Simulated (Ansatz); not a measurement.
Ansatz (a first-principles code) input:

Ansatz 0.2 input:
```yaml
crystal:
  periodic: [false, false, false]
  atoms:
    - {symbol: Cr, position_ang: [-0.00000000, -0.00000000, -0.91763345]}
    - {symbol: Cl, position_ang: [0.00000000, 0.00000000, 1.29548252]}
basis:
  gaussian:
    orbitals: def2-TZVPD
hamiltonian:
  xc: {name: BHLYP}
total_charge: -1
magnetization: {spin_polarized: true, initial_magnetization: 6}
```

### Question
What final total energy does it print?

### Answer
-1504.71972 Eh (BHLYP/def2-TZVPD). The basis has 94 functions.

This state (charge -1, septet) is run at the relaxed geometry of the species with charge 0 and multiplicity 6.
